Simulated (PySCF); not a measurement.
GeHClBr₂, SMILES [Cl][GeH]([Br])[Br]. Heavy atoms are numbered as in [GeH:1]([Cl:2])([Br:3])[Br:4]. Hydrogens are named by the atom that carries them.

Geometry optimised at B3LYP-D3(BJ)/def2-SVP.

Calculation: KT2/pcSseg-1 (PySCF).

GIAO shieldings, no solvent; atoms alike by connectivity are averaged. δ = σ(ref) − σ: ⁷³Ge against GeH4 (σ = 1669.3 ppm); ³⁵Cl against HCl (σ = 945.4 ppm); ¹H against TMS (σ = 31.47 ppm), references at their B3LYP-D3(BJ)/def2-TZVP geometries, non-relativistic (without spin–orbit terms, shifts of atoms bonded to Cl or Br come out too high).

Computed chemical shifts:
| nucleus | atoms | count | δ (ppm) |
|---|---|---|---|
| ⁷³Ge | Ge1 (GeH) | 1 | 503.2 |
| ³⁵Cl | Cl2 | 1 | 240.8 |
| ¹H | H on Ge1 | 1 | 7.95 |
